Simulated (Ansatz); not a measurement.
System: CH2N, charge -1, multiplicity 1. 
Geometry from a B3LYP-D3(BJ)/def2-TZVP (Ansatz, an electronic-structure program) optimisation:
```
C
N 1 1.2341
H 1 1.1553 2 126.44
H 1 1.1553 3 107.12 2 180.00
```
Charge -1, spin multiplicity 1.

Task: Give the harmonic wavenumbers at B3LYP-D3(BJ)/def2-TZVP (Ansatz, finite differences of forces, unscaled).

Result: 1010, 1160, 1499, 1715, 2119, 2432 cm⁻¹. Zero-point energy 14.2 kcal/mol.

Task: From these and the geometry, give the ideal-gas thermochemistry at 298.15 K and 1 atm (rigid rotor, harmonic oscillator).

Result: Point group C2v, rotational symmetry number 2. Rotational constants 290.2, 38.11, 33.68 GHz. S(trans) 35.93, S(rot) 16.03, S(vib) 0.16, S(elec, spin only) 0.00, S 52.1 cal/(mol K). H(298) - H(0) 2.41 kcal/mol; G - E(el) 1.1 kcal/mol.
